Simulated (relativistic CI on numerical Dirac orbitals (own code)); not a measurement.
Sensitivity of the levels of Sb²⁹⁺ to α and to the nuclear radius

Computed by Dirac-Coulomb-Breit CI, KLI orbitals optimised for each configuration, derivatives by finite differences, unscaled Slater integrals, QED left out (own radial code, finite nucleus).

Configuration list (outside the closed core [Ne] 3s2): 3p⁶3d⁴, 3p⁵3d⁵, 3p⁶3d³4p, 3p⁶3d²4s4p, 3p⁶3d²4s², 3p⁶3d4s²4p. Double excitations out of closed p, d and f shells are left out; levels of such configurations are missing from the list, as are those of other unlisted configurations, and high levels can miss mixing partners.

With x = (α/α₀)² − 1 an excitation energy changes as ω = ω₀ + qx; K = 2q/ω₀ is the relative enhancement. Terms are leading LS components, so labels can repeat. The field-shift factor is F = δν/δ⟨r²⟩ for the transition from the lowest level.

Lowest level 3p⁶3d⁴ ⁵D0.

| Level | ω₀ (cm⁻¹) | q (cm⁻¹) | K | F (GHz/fm²) |
| --- | --- | --- | --- | --- |
| 3p⁶3d⁴ ⁵D1 | 49839 | 83390 | 3.35 | 0.635 |
| 3p⁶3d⁴ ⁵D2 | 84790 | 121300 | 2.86 | 0.95 |
| 3p⁶3d⁴ ⁵D3 | 106701 | 130100 | 2.44 | 1.05 |
| 3p⁶3d⁴ ⁵D4 | 110443 | 97370 | 1.76 | 0.851 |
| 3p⁶3d⁴ ⁵D0 | 159612 | 148600 | 1.86 | 1.27 |
| 3p⁶3d⁴ ³H4 | 164996 | 152000 | 1.84 | 1.31 |
| 3p⁶3d⁴ ³G3 | 190585 | 137300 | 1.44 | 1.26 |
| 3p⁶3d⁴ ³F2 | 195182 | 127900 | 1.31 | 1.21 |
| 3p⁶3d⁴ ³H5 | 200716 | 157200 | 1.57 | 1.41 |
| 3p⁶3d⁴ ³P1 | 211513 | 169900 | 1.61 | 1.51 |
| 3p⁶3d⁴ ³H6 | 213549 | 159600 | 1.49 | 1.46 |
| 3p⁶3d⁴ ³G4 | 237877 | 167900 | 1.41 | 1.56 |
| 3p⁶3d⁴ ³D2 | 247597 | 167000 | 1.35 | 1.57 |

At this charge energies of transitions that change n are usually good to better than 1 %, and those within a shell (Δn = 0) to a few per cent. Terms inside the open d or f shell come out 10 to 20 % too wide with unscaled integrals.
